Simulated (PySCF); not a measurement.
**What an electron can do to GeH**

PBE in PySCF with def2-TZVPPD on every atom, for the lowest determinant that a PBE0 search found; no spin–orbit coupling.

```
species  state (unpaired electrons)  Re (Å)  ωe (cm⁻¹)  energy of the minimum from the neutral (eV)  De (eV)  dissociates to
    GeH               doublet (π ↑)   1.617       1823                                         0.00     2.92          Ge + H
   GeH⁺      singlet (closed shell)   1.606       1929                                         7.76     3.06         Ge⁺ + H
```

Task: Work out the lowest energy to break GeH into atoms, from its vibrational ground state.

Result: D0 = De − ωe/2 = 2.92 − 0.11 = 2.81 eV (PBE/def2-TZVPPD).

Task: Work out the ionisation energy of the Ge atom at this level and the threshold of dissociative ionisation.

Result: IE(Ge) = 7.76 + 3.06 − 2.92 = 7.90 eV, so Ge⁺ + H + e⁻ appears at D0 + IE(Ge) = 10.71 eV (PBE/def2-TZVPPD). The measured IE(Ge) is 7.899 eV (NIST ASD).

These are thermodynamic thresholds; the onsets seen under electron impact lie higher where the geometry changes, and cross-sections peak well above them.

Spin–orbit coupling is left out. For an ion De counts to the pair picked by the measured ionisation energies or electron affinities, which need not be the lowest pair at this level. States were picked by a PBE0 search and need not be the measured ground states.
